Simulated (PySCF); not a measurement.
NMR data sheet: C8H11NSi

- Formula: C8H11NSi
- SMILES: C/N=C/C1=C[C@@]2([SiH3])C=C[C@@H]12
- InChI: InChI=1S/C8H11NSi/c1-9-5-6-4-8(10)3-2-7(6)8/h2-5,7H,1,10H3/b9-5+/t7-,8-/m0/s1
- Point group of the computed structure: C1
- Degrees of unsaturation: 5
- Carbon signals: 8
- Proton signals: 7

Structure with atom numbers: `[CH3:1]/[N:2]=[CH:3]/[C:4]1=[CH:5][C@@:6]2([SiH3:7])[CH:8]=[CH:9][C@@H:10]12`. Each H is labelled by its parent atom.

[PySCF 2.14.0 with density-fitted response routines: GFN2-xTB geometry; GIAO PBE0/pcSseg-1 shieldings; one averaged value for each set of equivalent atoms; non-relativistic Hamiltonian; single conformer; in vacuum]

Referencing at the same level of theory: ¹H (σref 31.72), ¹³C (σref 186.93), ²⁹Si (σref 349.16) against TMS; ¹⁵N (σref 267.73) vs NH3.

```tsv
carbon	δC, type	δH (multiplicity)	HMBC from (2–3 bonds)	span of the C tensor (ppm)
C1	52.1, CH3	3.84 (s)	H(C3)	67
C3	158.7, CH	8.16 (s)	H(C5), H(C10), H(C1)	171
C4	160.7, C	–	H(C3), H(C5), H(C9), H(C10)	224
C5	157.8, CH	7.06 (s)	H(C3), H(C8), H(C10), H(Si7)	227
C6	47.9, C	–	H(C5), H(C9), H(C8), H(C10), H(Si7)	47
C8	155.8, CH	6.89 (m)	H(C5), H(C9), H(C10), H(Si7)	235
C9	151.4, CH	6.97 (m)	H(C8), H(C10)	238
C10	54.8, CH	4.20 (m)	H(C3), H(C5), H(C9), H(C8), H(Si7)	51
```

Other nuclei:
```json
{"atoms": "H(Si7)", "nucleus": "¹H", "environment": "hydrogen on a silicon bonded to C", "δ (ppm)": "4.08", "σ (ppm)": "27.64"}
{"atoms": "Si7", "nucleus": "²⁹Si", "environment": "silicon bonded to C, 3 H", "δ (ppm)": "-73.7", "σ (ppm)": "422.9"}
{"atoms": "N2", "nucleus": "¹⁵N", "environment": "imine nitrogen", "δ (ppm)": "383.5", "σ (ppm)": "-115.7"}
```

Carbon types of the structure: 2 × C, 5 × CH, 1 × CH3, leaving 3 H on heteroatoms. δC 160.7: fully substituted alkene carbon; an sp2 carbon of a C=C bond. δC 158.7: C=N carbon. δC 157.8, 155.8, 151.4: alkene CH; an sp2 carbon of a C=C bond. δC 54.8: allylic sp3 CH; aliphatic region, no heteroatom directly attached. δH 3.84: hydrogen on a methyl carbon bonded to N; its carbon carries N, hence the downfield position.

Shifts are as computed. Against solution values, carbons near 30 ppm lie about +3 ppm off and those near 130 ppm about +5 ppm. Of 1309 compounds with measured shifts, 239 miss one by over three times the rms of a fit or turn the order of signals round; such compounds aren't used in these exercises. Experimental scales use liquid or dissolved standards, which lie at an offset from isolated NH3 (liquid NH3: subtract about 20 ppm). Unscaled 15N shifts of sp2 nitrogen come out 20 to 40 ppm too high even then. Multiplicities follow the n + 1 count of equivalent neighbours, as no J values were calculated; m marks all less simple cases, F and P coupling included.
